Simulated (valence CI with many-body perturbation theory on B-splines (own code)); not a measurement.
Questions on Pt XLVII

Calculated by relativistic CI+MBPT: four valence electrons over a frozen Dirac-Fock core [Ar] 3d10, radial functions for each j: 11 s, 11 p, 10 d, 8 f, 5 g, 2 h, with the one-electron correlation potential Σ1 (screened to all orders), the two-electron term Σ2, the three-electron term Σ3, Breit, model QED; selected single and double excitations, second order for the rest, scaled by the run's own slope (own B-spline code, finite nucleus).

The last digits are not significant, and no measured levels were compared; by estimate large intervals hold to a few tenths of a per cent, small ones and those within an open d or f shell to about a per cent. Among the levels kept, up to 410 cm⁻¹ of a level comes from second order outside the variational space, and about a tenth of that is noise between levels of different J, which matters for small intervals.

Levels are named by their leading jj configuration (3d3/2^4 stands for four electrons in 3d with j = 3/2), which in mixed levels can hold well under half, so a name can repeat and another be missing.

Rates and lifetimes use the calculated energies. Strong lines usually hold to 10 to 20 %, long lifetimes can be off by a factor of two.

(1) What is the ground level?

(2) Where does the other parity begin?

(3) Among levels below 775.66 eV, which E1 lines absorb most strongly from the ground level?

(4) What is the ionisation energy?

(5) How well does LS coupling describe the low levels?

(6) Name the longest-lived excited levels whose lifetime is computed, and their main decay.

Results:

(1) (4s^2 4p1/2^2) J=0, composition 69 % 4s²4p² ³P + 30 % 4s²4p² ¹S.

(2) At (4s 4p1/2^2 4p3/2) J=2, 229.23 eV.

(3) to (4s^2 4p1/2 4d3/2) J=1 at 4.000 nm, f = 1.68; to (4s 4p1/2^2 4p3/2) J=1 at 5.059 nm, f = 0.570; to (4s 4p1/2 4p3/2^2) J=1 at 3.333 nm, f = 0.00474.

(4) 2538.3 eV; NIST lists 2536 ± 4 eV (theoretical).

(5) Among the lowest 20 levels the leading LS term, summed over configurations, holds 59 % on average. For single configurations the figures are 58 % in LS and 95 % in jj coupling. Terms mix most in the J = 2 level at 401.62 eV, where the leading one holds 29 %.

(6) (4s^2 4p1/2 4p3/2) J=2 at 127.32 eV lives 2.18 μs, mostly by E2 to (4s^2 4p1/2^2) J=0; (4s^2 4p3/2 4d5/2) J=4 at 446.10 eV lives 96.4 ns, mostly by M1 to (4s^2 4p1/2 4d5/2) J=3; (4s^2 4p1/2 4p3/2) J=1 at 122.69 eV lives 84.4 ns, mostly by M1 to (4s^2 4p1/2^2) J=0.
